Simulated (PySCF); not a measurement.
## Vertical excitation energies

C8H11N.
Cartesian coordinates in Å at the PBE0-D3(BJ)/def2-SVP level; atoms count from 1:
```xyz
20
C8H11N angstrom
C      3.291   -0.253   -0.614
C      2.278    0.470    0.202
C      0.989    0.116    0.317
C     -0.004    0.832    1.119
C      0.450    1.998    1.830
N      0.830    2.935    2.396
C     -1.310    0.494    1.249
C     -2.014   -0.651    0.606
C     -3.164   -0.194   -0.290
H      3.725    0.411   -1.381
H      4.133   -0.591    0.013
H      2.863   -1.131   -1.120
H      2.625    1.359    0.745
H      0.631   -0.768   -0.218
H     -1.930    1.139    1.880
H     -2.419   -1.297    1.407
H     -1.317   -1.278    0.033
H     -2.794    0.419   -1.125
H     -3.891    0.414    0.272
H     -3.702   -1.057   -0.710
```

Method used: PySCF 2.14.0, density-fitted response routines, TDDFT wB97X-D/def2-SVPD, vertical, gas phase, core orbitals frozen in the response.

```csv
state,E (eV),λ (nm),ν̃ (cm⁻¹),f,"main configurations (H = HOMO, L = LUMO)"
S1,5.31,233.5,42820,0.690,H→L (97%)
S2,6.46,191.8,52130,0.111,"H→L+1 (77%), H→L+2 (12%)"
S3,6.63,187.0,53470,0.0004,"H-2→L (26%), H→L+5 (18%), H→L+2 (17%)"
S4,6.67,185.8,53820,0.119,H-1→L (85%)
S5,6.76,183.4,54530,0.0021,"H-2→L (56%), H→L+2 (15%)"
S6,6.96,178.1,56160,0.0005,"H→L+2 (39%), H→L+4 (18%), H→L+3 (17%)"
S7,7.23,171.6,58290,0.0002,H-3→L (82%)
S8,7.32,169.5,59000,0.0007,"H→L+5 (35%), H→L+3 (34%)"
S9,7.64,162.3,61610,0.0039,"H→L+4 (56%), H→L+3 (14%), H→L+6 (8%)"
S10,7.94,156.1,64040,0.0097,H-4→L (80%)
```

Triplets (Tamm–Dancoff): T1 3.02 eV, H→L (91%); T2 4.57 eV, H→L+1 (41%), H-1→L (37%), H→L+2 (10%); T3 6.13 eV, H-1→L (32%), H-1→L+1 (15%), H→L+1 (13%); T4 6.30 eV, H-2→L (42%), H→L+5 (10%).

The lowest singlet comes at 234 nm (512 kJ/mol) in the ultraviolet; it is strong; its leading configuration is HOMO→LUMO (97%). The lowest level is also the most intense of those listed (f = 0.690). Löwdin shares by element: HOMO carbon 74% or more (atoms not listed hold the other 26%); LUMO carbon 66% or more (atoms not listed hold the other 34%). Weighted by f, the mean energy of these states is 5.66 eV. Orbital energies (eV): HOMO-3 -11.76, HOMO-2 -11.41, HOMO-1 -10.64, HOMO -8.59, LUMO 0.20, LUMO+1 2.00, LUMO+2 2.22. The listed states span 2.63 eV, and the widest gap between neighbours is 1.15 eV (S1 to S2). The vertical ionisation energy (ΔSCF) is 8.63 eV, 0.69 eV above S10. Singlets were solved by full linear response, triplets in the Tamm–Dancoff approximation.

One conformer stands for the species.
